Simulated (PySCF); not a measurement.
PySCF input file for C2H7NOSi2, SMILES N[Si@]1(O)C=C[SiH2]1, B3LYP-D3(BJ)/def2-SVP. Geometry: B3LYP-D3(BJ)/def2-SVP. The structure was generated by enumeration; whether it is a known compound was not checked. One conformer was computed; it need not be the lowest.

```python
import numpy as np
from pyscf import gto, scf, dft, df
from pyscf.hessian import thermo

mol = gto.M(
    atom='''
    N     1.50935318    1.52426369   -0.49701837
    Si    0.67402289    0.12532888    0.03299810
    O     1.82054313   -0.67527142    0.95323876
    C    -0.23022148   -1.02631553   -1.17505234
    C    -1.53822395   -0.92503823   -0.81815201
    Si   -1.60008218    0.30474532    0.63085952
    H     1.04083305    2.35021796   -0.84799183
    H     2.50758722    1.52016913   -0.67749152
    H     1.63782658   -1.60831803    1.11445635
    H     0.11117493   -1.66452885   -2.00310821
    H    -2.34190972   -1.47346524   -1.32828248
    H    -2.37869835    1.55293462    0.34823117
    H    -2.13112812   -0.25760008    1.91262451
    ''',
    basis='def2-SVP',
    charge=0,
    spin=0,
    max_memory=1600,
    verbose=3,
)
mf = dft.RKS(mol, xc='b3lyp').density_fit(auxbasis='def2-universal-jkfit')
mf.disp = 'd3bj'
mf.grids.level = 3
mf.conv_tol = 1e-11
mf.max_cycle = 100
mf.kernel()

# analytic Hessian; the response equations are solved on a coarser grid
h, args, fine = mf.Hessian(), (mf.mo_energy, mf.mo_coeff, mf.mo_occ), mf.grids
h.max_memory = max(150, 2.5e-5 * df.make_auxmol(mol, mf.with_df.auxbasis).nao * mol.nelec[0] * (mol.nelec[0] + mol.nao))  # MB; small integral blocks
h1ao = h.make_h1(mf.mo_coeff, mf.mo_occ)
mf.grids = dft.Grids(mol).set(level=1).build(with_non0tab=True)
mo1, mo_e1 = h.solve_mo1(*args, h1ao)
mf.grids = fine
hess = h.hess_elec(*args, mo1, mo_e1, h1ao) + h.hess_nuc()
if mf.do_disp():
    hess += h.get_dispersion()
for i in range(mol.natm):  # the analytic DFT Hessian lacks the response of the grid: restore translational invariance
    hess[i, i] -= hess[i].sum(axis=0)
hess = (hess + hess.transpose(1, 0, 3, 2)) / 2
vib = thermo.harmonic_analysis(mol, hess, imaginary_freq=False)
thermo.dump_normal_mode(mol, vib)
th = thermo.thermo(mf, vib['freq_au'][vib['freq_au'] > 0], 298.15, 101325)
thermo.dump_thermo(mol, th)
g0 = mf.nuc_grad_method().set(verbose=0).kernel()

# dipole derivatives [dipole axis, atom, xyz] from the same response
r, irp = mol.intor('int1e_r'), mol.intor('int1e_irp').reshape(3, 3, mol.nao, mol.nao)
sl, dm0, ok = mol.aoslice_by_atom(), np.array(mf.make_rdm1()), []
dmu = np.einsum('a,xt->xat', mol.atom_charges(), np.eye(3))
for a, (_, _, p0, p1) in enumerate(sl):
    dmu[:, a] += 2 * np.einsum('xtij,ij->xt', irp[:, :, :, p0:p1], dm0.reshape(-1, mol.nao, mol.nao).sum(0)[:, p0:p1])
    for u, c, occ, f in [(mo1, mf.mo_coeff, mf.mo_occ, 4)]:
        dmu[:, a] -= f * np.einsum('tui,xuv,vi->xt', u[a], r, c[:, occ > 0], optimize=True)
L = vib['norm_mode']
ir = 974.8801 * (np.einsum('xat,kat->kx', dmu, L) ** 2).sum(1)       # km/mol
apt = np.einsum('xax->a', dmu) / 3
print('mode   freq/cm-1   IR/(km/mol)')
for k, w in enumerate(vib['freq_wavenumber']):
    print(f'{k + 1:4d} {w:11.2f} {ir[k]:13.3f}')
print('max |gradient| / (hartree/bohr):', abs(g0).max())
print('APT charges:', apt.round(4))
```

Program output:

```
converged SCF energy = -789.138476885644

WARN: DFTD3 does not support analytical Hessian, using finite difference


WARN: Mole.unit (angstrom) is changed to Bohr

Mode                                 0                   1                   2
Irrep
Freq [cm^-1]                      109.0397            119.5524            153.0956
Reduced mass [au]                   2.6491              2.2373              1.4547
Force const [Dyne/A]                0.0186              0.0188              0.0201
Char temp [K]                     156.8838            172.0092            220.2705
Normal mode                   x     y     z       x     y     z       x     y     z
       0   N                -0.11  0.02  0.03   -0.02  0.05  0.08    0.03  0.06  0.11
       1  Si                 0.01 -0.05  0.04    0.00  0.01 -0.00   -0.00  0.01 -0.02
       2   O                 0.09  0.00 -0.01    0.00 -0.07 -0.07   -0.05 -0.02 -0.00
       3   C                 0.01 -0.06  0.04    0.01 -0.03  0.03   -0.00  0.01 -0.03
       4   C                -0.01  0.08 -0.07    0.02 -0.09  0.08    0.01 -0.04  0.03
       5  Si                 0.01  0.03 -0.02   -0.00  0.05 -0.04    0.02 -0.00  0.00
       6   H                -0.24 -0.07 -0.01   -0.05  0.15  0.35   -0.05 -0.23 -0.49
       7   H                -0.18 -0.01 -0.36   -0.04  0.09 -0.03   -0.08 -0.22 -0.52
       8   H                 0.14 -0.01 -0.00    0.06 -0.11 -0.28   -0.13  0.01  0.08
       9   H                 0.01 -0.10  0.07    0.01 -0.06  0.05   -0.01  0.00 -0.03
      10   H                -0.03  0.17 -0.14    0.03 -0.17  0.15    0.01 -0.08  0.07
      11   H                 0.08  0.09  0.03    0.04  0.03 -0.22   -0.02 -0.03 -0.02
      12   H                -0.05 -0.02 -0.07   -0.05  0.22  0.01    0.07  0.02  0.03
Mode                                 3                   4                   5
Irrep
Freq [cm^-1]                      209.8796            248.1306            282.0635
Reduced mass [au]                   2.1698              2.5301              2.0775
Force const [Dyne/A]                0.0563              0.0918              0.0974
Char temp [K]                     301.9700            357.0047            405.8266
Normal mode                   x     y     z       x     y     z       x     y     z
       0   N                -0.04  0.02 -0.07   -0.08  0.03  0.05    0.04  0.03  0.08
       1  Si                 0.01  0.01 -0.02    0.00 -0.06 -0.05   -0.01  0.01 -0.05
       2   O                -0.11 -0.04  0.08   -0.02  0.03  0.05   -0.03  0.05  0.00
       3   C                 0.03 -0.00 -0.01   -0.04 -0.01 -0.07   -0.02 -0.12  0.05
       4   C                 0.03  0.02 -0.01   -0.02 -0.02  0.02   -0.04  0.04 -0.04
       5  Si                 0.05 -0.01  0.01    0.08  0.02  0.00    0.02  0.00 -0.00
       6   H                -0.12  0.17  0.39   -0.14 -0.06 -0.07    0.11  0.05  0.03
       7   H                -0.10  0.06 -0.38   -0.02  0.23  0.37    0.06 -0.02  0.16
       8   H                -0.13 -0.06 -0.05   -0.04  0.07  0.22    0.12 -0.02 -0.24
       9   H                 0.02 -0.02 -0.00   -0.09  0.03 -0.13   -0.03 -0.29  0.18
      10   H                 0.02  0.03 -0.01   -0.05 -0.00  0.05   -0.05  0.03 -0.01
      11   H                -0.01 -0.03  0.11    0.17  0.06 -0.09   -0.13 -0.04  0.26
      12   H                 0.17 -0.08  0.03   -0.01  0.13  0.02    0.24 -0.22 -0.01
Mode                                 6                   7                   8
Irrep
Freq [cm^-1]                      300.5601            333.0675            429.6011
Reduced mass [au]                   1.1902              1.8255              4.5938
Force const [Dyne/A]                0.0633              0.1193              0.4995
Char temp [K]                     432.4390            479.2100            618.1003
Normal mode                   x     y     z       x     y     z       x     y     z
       0   N                 0.04 -0.00  0.04    0.05 -0.04  0.03   -0.03 -0.06  0.01
       1  Si                 0.01 -0.00 -0.02   -0.01 -0.02 -0.01   -0.11  0.02  0.05
       2   O                 0.04  0.02 -0.05    0.03  0.10  0.06   -0.02  0.04 -0.07
       3   C                -0.03 -0.02  0.00   -0.06  0.03 -0.06    0.05 -0.00  0.00
       4   C                -0.03 -0.01  0.00   -0.05 -0.03  0.01    0.04 -0.01 -0.03
       5  Si                -0.01 -0.00 -0.01    0.00 -0.02 -0.00    0.08 -0.00 -0.01
       6   H                 0.05  0.16  0.40    0.11  0.10  0.29    0.14  0.03  0.03
       7   H                -0.00 -0.05 -0.17   -0.01 -0.22 -0.30   -0.02 -0.26  0.04
       8   H                -0.30  0.21  0.67    0.36 -0.02 -0.23   -0.04  0.06  0.04
       9   H                -0.03 -0.06  0.04   -0.10  0.13 -0.16    0.09  0.02 -0.00
      10   H                -0.03 -0.02  0.02   -0.06  0.01 -0.00    0.03  0.01 -0.04
      11   H                -0.06 -0.02  0.06    0.07  0.01 -0.11    0.22  0.08 -0.00
[...]
       1  Si                 0.00 -0.00  0.00   -0.02  0.00  0.00    0.01  0.01  0.01
       2   O                 0.00  0.00 -0.00    0.01 -0.01  0.00   -0.00  0.00 -0.00
       3   C                 0.01 -0.07  0.06   -0.02  0.02  0.02   -0.07 -0.07 -0.07
       4   C                -0.01  0.07 -0.06    0.03  0.01  0.01   -0.02  0.07  0.09
       5  Si                 0.00  0.00 -0.00    0.01  0.00  0.00    0.00 -0.01 -0.01
       6   H                 0.01  0.01 -0.00   -0.01 -0.01  0.00   -0.01 -0.01  0.00
       7   H                -0.00 -0.01 -0.00    0.01  0.03 -0.01   -0.00 -0.01 -0.00
       8   H                -0.01  0.00  0.00   -0.00 -0.00  0.01    0.01  0.00  0.00
       9   H                -0.09  0.47 -0.40   -0.64 -0.18 -0.08    0.55  0.12  0.04
      10   H                 0.08 -0.47  0.38    0.49 -0.26 -0.42    0.42 -0.20 -0.32
      11   H                -0.03 -0.01  0.02   -0.05 -0.04  0.01    0.01  0.00  0.02
      12   H                 0.02 -0.01  0.01   -0.06  0.00 -0.03    0.01  0.02  0.00
Mode                                24                  25                  26
Irrep
Freq [cm^-1]                     1519.5134           1538.0309           2180.7711
Reduced mass [au]                   1.1329              8.2848              1.0389
Force const [Dyne/A]                1.5411             11.5469              2.9110
Char temp [K]                    2186.2414           2212.8840           3137.6440
Normal mode                   x     y     z       x     y     z       x     y     z
       0   N                -0.04 -0.07  0.04   -0.00  0.00  0.00    0.00  0.00 -0.00
       1  Si                 0.00  0.01 -0.00    0.00 -0.00 -0.00   -0.00 -0.00  0.00
       2   O                 0.00 -0.00  0.00   -0.00  0.00  0.00    0.00  0.00  0.00
       3   C                -0.00 -0.00  0.00   -0.20  0.00  0.04    0.00 -0.00 -0.00
       4   C                 0.00 -0.00 -0.00    0.19 -0.02 -0.06    0.00  0.00  0.00
       5  Si                -0.00 -0.00  0.00   -0.00  0.00  0.00    0.02 -0.03  0.00
       6   H                 0.60  0.21 -0.19   -0.01 -0.00  0.00    0.00  0.00 -0.00
       7   H                -0.08  0.60 -0.26    0.00 -0.01  0.01    0.00  0.00 -0.00
       8   H                 0.01 -0.00  0.00   -0.00  0.00 -0.00   -0.00 -0.00 -0.00
       9   H                 0.00  0.00  0.00    0.04  0.09  0.10   -0.00  0.00 -0.00
      10   H                 0.00  0.00 -0.00    0.04  0.09  0.10    0.01 -0.00  0.00
      11   H                 0.00 -0.00 -0.00    0.01  0.01  0.01   -0.50  0.82 -0.19
      12   H                -0.00  0.00  0.00    0.01  0.01  0.01   -0.02 -0.05  0.09
Mode                                27                  28                  29
Irrep
Freq [cm^-1]                     2186.3455           3104.1447           3130.9139
Reduced mass [au]                   1.0429              1.0850              1.0984
Force const [Dyne/A]                2.9373              6.1597              6.3440
Char temp [K]                    3145.6644           4466.1731           4504.6880
Normal mode                   x     y     z       x     y     z       x     y     z
       0   N                 0.00  0.00  0.00   -0.00 -0.00  0.00    0.00  0.00  0.00
       1  Si                -0.00  0.00 -0.00    0.00  0.00  0.00   -0.00 -0.00 -0.00
       2   O                 0.00 -0.00  0.00   -0.00 -0.00 -0.00    0.00  0.00  0.00
       3   C                 0.00 -0.00 -0.00    0.02 -0.04 -0.05   -0.02  0.02  0.03
       4   C                 0.00  0.00  0.00    0.02  0.02  0.02    0.06  0.04  0.03
       5  Si                 0.01  0.02 -0.03    0.00 -0.00 -0.00    0.00 -0.00 -0.00
       6   H                -0.00 -0.00  0.00    0.00 -0.00 -0.00   -0.00  0.00  0.00
       7   H                 0.00 -0.00 -0.00   -0.00 -0.00  0.00    0.00  0.00 -0.00
       8   H                 0.00 -0.00 -0.00    0.00  0.00 -0.00   -0.00 -0.00  0.00
       9   H                -0.00 -0.00  0.00   -0.26  0.49  0.63    0.14 -0.26 -0.34
      10   H                 0.01  0.00 -0.00   -0.33 -0.23 -0.21   -0.61 -0.42 -0.39
      11   H                 0.06 -0.07  0.01    0.00  0.00 -0.00   -0.00  0.00  0.00
      12   H                -0.34 -0.37  0.84    0.00 -0.00  0.00   -0.00  0.00  0.00
Mode                                30                  31                  32
Irrep
Freq [cm^-1]                     3587.6010           3694.5693           3873.3296
Reduced mass [au]                   1.0496              1.0977              1.0668
Force const [Dyne/A]                7.9593              8.8281              9.4294
Char temp [K]                    5161.7591           5315.6626           5572.8589
Normal mode                   x     y     z       x     y     z       x     y     z
       0   N                 0.03  0.04 -0.02    0.06 -0.04  0.01   -0.00  0.00  0.00
       1  Si                -0.00 -0.00  0.00    0.00 -0.00 -0.00    0.00  0.00  0.00
       2   O                -0.00 -0.00  0.00    0.00  0.00 -0.00    0.01  0.06 -0.01
       3   C                -0.00 -0.00  0.00    0.00 -0.00  0.00    0.00 -0.00  0.00
       4   C                 0.00  0.00 -0.00    0.00  0.00  0.00    0.00  0.00  0.00
       5  Si                -0.00 -0.00 -0.00   -0.00  0.00 -0.00   -0.00 -0.00  0.00
       6   H                 0.29 -0.49  0.20   -0.34  0.62 -0.26    0.00 -0.00  0.00
       7   H                -0.76  0.01  0.13   -0.57 -0.01  0.11    0.00  0.00  0.00
       8   H                 0.00  0.00 -0.00   -0.00 -0.00  0.00   -0.17 -0.94  0.17
       9   H                -0.00 -0.00 -0.00   -0.00  0.00  0.00   -0.00  0.00  0.00
      10   H                -0.00 -0.00 -0.00   -0.00  0.00  0.00    0.00  0.00 -0.00
      11   H                -0.00  0.00  0.00    0.00 -0.00  0.00    0.00 -0.00 -0.00
      12   H                -0.00  0.00  0.00    0.00 -0.00  0.00    0.00  0.00 -0.00
temperature 298.1500 [K]
pressure 101325.00 [Pa]
Rotational constants [GHz] 3.48210 1.73475 1.61932
Symmetry number 1
Zero-point energy (ZPE) 0.08921 [Eh]   234226.648 [J/mol]
                           tot       elec      trans        rot        vib
Entropy [J/mol/K]       376.651      0.000    168.165    116.682     91.804
Cv [J/mol/K]            134.875      0.000     12.472     12.472    109.931
Cp [J/mol/K]            143.189      0.000     20.786     12.472    109.931
Internal energy [J/mol]                      3718.434   3718.434 250192.871
Internal energy [Eh]   -789.04035  -789.13848
Enthalpy [J/mol]                             6197.391   3718.434 250192.871
Enthalpy [Eh]          -789.03941
Gibbs free energy [J/mol]                  -43941.071 -31070.184 222821.449
Gibbs free energy [Eh] -789.08218
mode   freq/cm-1   IR/(km/mol)
   1      109.04        16.487
   2      119.55         1.409
   3      153.10       139.036
   4      209.88         6.928
   5      248.13         9.851
   6      282.06        14.917
   7      300.56        70.798
   8      333.07        28.321
   9      429.60        27.831
  10      448.24         5.363
  11      485.54         0.217
  12      608.80         5.014
  13      658.40        41.448
  14      704.67        35.144
  15      747.54        68.306
  16      766.46       104.426
  17      778.86        57.891
  18      828.72       104.382
  19      881.80       319.050
  20      929.21       124.877
  21      963.73        97.852
  22     1029.47         0.067
  23     1051.42         3.742
  24     1276.55        25.754
  25     1519.51        64.431
  26     1538.03         0.871
  27     2180.77       136.751
  28     2186.35       137.425
  29     3104.14        16.071
  30     3130.91        27.480
  31     3587.60        39.814
  32     3694.57        32.668
  33     3873.33        82.095
max |gradient| / (hartree/bohr): 4.6091112413813667e-05
APT charges: [-0.8553  1.5352 -0.8672 -0.3921 -0.3004  0.6957  0.1909  0.1846  0.2943
  0.0213  0.0165 -0.263  -0.2603]
```

The run converged.

Cost: roughly 7 core-minutes.
